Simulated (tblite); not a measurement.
Species: C5H9FO2Si.
Bonds: C1–Si2, Si2–C3, C3–C4, C4–F5, C4–C6, C6–O7 (double), C4–C8, C8–O9 (double). Hydrogens: H10, H11, H12 on C1; H13, H14 on Si2; H15, H16 on C3; H17 on C6; H18 on C8.

A start from a force field or distance geometry was refined with tblite, GFN2-xTB geometry optimisation, gas phase. Values at the start:

```
  coordinate    start
      C1–Si2  1.854 Å
      C1–H10  1.082 Å
      Si2–C3  1.864 Å
     Si2–H13  1.483 Å
       C3–C4  1.547 Å
      C3–H15  1.089 Å
       C4–F5  1.381 Å
       C4–C6  1.510 Å
       C6=O7  1.234 Å
      C6–H17  1.096 Å
   C1–Si2–C3   113.1°
   Si2–C3–C4   116.4°
    C3–C4–F5   106.7°
    C3–C4–C6   112.2°
    C3–C4–C8   107.7°
    C4–C6–O7   123.9°
    F5–C4–C6   112.5°
    C6–C4–C8   109.7°
Si2–C3–C4–F5     -63°
 C3–C4–C6–O7    -113°
 C3–C4–C8–O9     -83°
```

Problem. How do these coordinates change at the GFN2-xTB level?

Solution. 
```csv
coordinate,GFN2-xTB (Å or °),change
Si2–C3,1.921,+0.057
C6=O7,1.192,-0.042
C1–Si2,1.890,+0.036
C3–C4,1.530,-0.017
Si2–H13,1.467,-0.016
C6–H17,1.105,+0.009
C4–C6,1.518,+0.008
C1–H10,1.086,+0.004
C3–H15,1.091,+0.002
C4–F5,1.382,+0.001
C3–C4–F5,109.9,+3.2
Si2–C3–C4,113.7,-2.7
C1–Si2–C3,110.4,-2.7
F5–C4–C6,109.9,-2.6
C3–C4–C8,109.9,+2.2
C3–C4–C6,110.8,-1.4
C6–C4–C8,108.4,-1.3
C4–C6–O7,125.2,+1.3
C3–C4–C8–O9,-62,+21
C3–C4–C6–O7,-121,-8
Si2–C3–C4–F5,-65,-2
```

The energy falls by 23.9 kJ/mol over 78 L-BFGS steps, the largest force on an atom goes from 3.22 to 0.008 eV/Å, and the atoms move by 0.150 Å rms after alignment. The bond that changes most is Si2–C3 (SiH2 silicon to sp3 carbon bound to silicon), which lengthens by 0.057 Å. Bonds longer at the end by more than 0.005 Å: 5 of 17; shorter: 7. Among the dihedrals that turn most is C3–C4–C8–H18, from 93° to 117°. Rotational constants go from 2033, 909.4, 820.2 to 2005, 931.7, 837.5 MHz.

Its GFN2-xTB frequencies are all real (lowest 16 cm⁻¹). One conformer, not necessarily the lowest.

All values are computed, not measured.
